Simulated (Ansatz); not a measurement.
Mulliken charges of FH₃N₂OW, SMILES `[NH]=[W](=[NH])([OH])[F]` from r2SCAN/def2-TZVPP in Ansatz (PBE0-D4/def2-TZVP geometry).

```tsv
atom	x (Å)	y (Å)	z (Å)	charge (e)
N1	-1.094	0.981	0.454	-0.472
W2	0.106	0.044	-0.401	1.139
N3	1.637	0.059	0.432	-0.476
O4	-0.482	-1.756	-0.459	-0.438
F5	0.338	0.791	-2.105	-0.342
H6	-1.421	1.576	1.198	0.184
H7	2.312	0.284	1.145	0.181
H8	-1.396	-1.979	-0.265	0.225
```

Question: By hand: the dipole of these point charges (1 e Å = 4.8032 D).

Answer: Σ q r = (-0.204, -0.046, 0.412) e Å, of length 0.462 e Å = 2.22 D.

Question: How does the dipole of the full density compare? (Best estimate.)

Answer: The calculation gave: (-0.259, -0.033, 0.442) e Å, 2.47 D; the point charges give 0.90 times that, at 4° from its direction.

Point charges leave out the atoms' own dipoles, such as those of lone pairs, and Mulliken's split depends on the basis, so the close match here is no proof of good charges.
